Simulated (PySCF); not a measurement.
Isomers of C4H9FOSi. The calculation used PySCF, TDDFT PBE0/def2-SVPD, vertical, gas phase, core orbitals frozen in the response. Geometries: GFN2-xTB; one conformer of each isolated species. Triplets are in the Tamm–Dancoff approximation.

A. `C=C(CCF)[SiH2]O`
B. `CO[C@@H]1[C@@H](F)[C@@H]1[SiH3]`
C. `C(/C)(CF)=C\O[SiH3]`
D. `C[C@@H]1C[C@H](F)[SiH2]O1`

Lowest singlet levels (six at most, fewer where fewer were computed) with oscillator strengths:

1. 177 nm (f 0.017); 172 nm (f 0.014); 166 nm (f 0.026); 164 nm (f 0.011); 163 nm (f 0.006); 162 nm (f 0.000); T1 6.82 eV
2. 204 nm (f 0.001); 185 nm (f 0.249); 178 nm (f 0.001); 167 nm (f 0.035); 160 nm (f 0.002); 158 nm (f 0.012); T1 4.20 eV
3. 184 nm (f 0.025); 182 nm (f 0.007); 168 nm (f 0.006); 165 nm (f 0.031); 157 nm (f 0.008); 154 nm (f 0.023); T1 6.23 eV
4. 224 nm (f 0.001); 198 nm (f 0.351); 190 nm (f 0.042); 182 nm (f 0.009); 178 nm (f 0.038); 167 nm (f 0.007); T1 4.07 eV

**Question.** Match each spectrum to its molecule.

**Answer.** 1 = B, 2 = A, 3 = D, 4 = C.
- A: S1 at 6.07 eV, HOMO-1→LUMO (96%); Löwdin shares by element: HOMO carbon 82% (atoms not listed hold the other 18%); LUMO carbon 56% or more, silicon 11%, hydrogen 5% or more (atoms not listed hold the other 28%); HOMO -7.87 and LUMO -0.63 eV.
- B: S1 at 7.00 eV, HOMO→LUMO (88%); Löwdin shares by element: HOMO oxygen 42%, carbon 36% or more (atoms not listed hold the other 22%); LUMO silicon 27%, hydrogen 15% or more, carbon 14% or more (atoms not listed hold the other 44%); HOMO -7.62 and LUMO 0.53 eV.
- C: S1 at 5.52 eV, HOMO→LUMO (98%); Löwdin shares by element: HOMO carbon 62% or more, oxygen 20% (atoms not listed hold the other 18%); LUMO silicon 40%, hydrogen 34% or more (atoms not listed hold the other 27%); HOMO -6.76 and LUMO -0.10 eV.
- D: S1 at 6.72 eV, HOMO→LUMO (91%); Löwdin shares by element: HOMO carbon 22% or more, oxygen 21%, fluorine 16%, silicon 16% (atoms not listed hold the other 25%); LUMO silicon 34%, hydrogen 21% or more, oxygen 10% (atoms not listed hold the other 35%); HOMO -8.05 and LUMO 0.04 eV.
